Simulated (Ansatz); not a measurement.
Molecule: CuBr (charge 0, singlet). 
Coordinates optimised at B3LYP-D3(BJ)/def2-TZVP (Ansatz, a quantum-chemistry and plane-wave program):
```xyz
2

Cu     0.0000     0.0000    -1.2173
Br     0.0000     0.0000     1.0086
```
Charge 0, spin multiplicity 1.

Wanted: atomisation energy (electronic, to ground-state atoms), in kJ/mol. Valence correlation only, unless marked. UHF or UKS for open shells. Spin-orbit coupling is left out. Frozen are the shells of the preceding noble gas and the d and f shells that filled before the atom's block. No relativistic terms. The coupled-cluster limit lacks core correlation, which all-electron functionals hold. CBS(X,Y): correlation extrapolated as X^-3; Hartree-Fock from the larger set.

The T1 diagnostic of CCSD in the largest basis is 0.026, which is high, so the coupled-cluster rows are less sure than usual.

| level | program | atomisation energy (kJ/mol) |
|---|---|---|
| SVWN5/def2-TZVPD | Ansatz | 384.5 |
| PBE/def2-TZVPD | Ansatz | 329.1 |
| revPBE/def2-TZVPD | Ansatz | 308.7 |
| B3LYP/def2-TZVPD | Ansatz | 306.4 |
| PBE0/6-31G* | Ansatz | 360.3 |
| PBE0/def2-TZVPD | Ansatz | 322.7 |
| wB97X-V/def2-TZVPD | Ansatz | (withheld) |
| SCS-MP2/def2-TZVPPD | Ansatz | 327.7 |
| CCSD(T)/CBS(def2-TZVPPD,def2-QZVPPD) | Ansatz | (withheld) |

Task: Complete the blanks.

Result: 
- wB97X-V/def2-TZVPD, atomisation energy (kJ/mol): 335.8
- CCSD(T)/CBS(def2-TZVPPD,def2-QZVPPD), atomisation energy (kJ/mol): 335.0
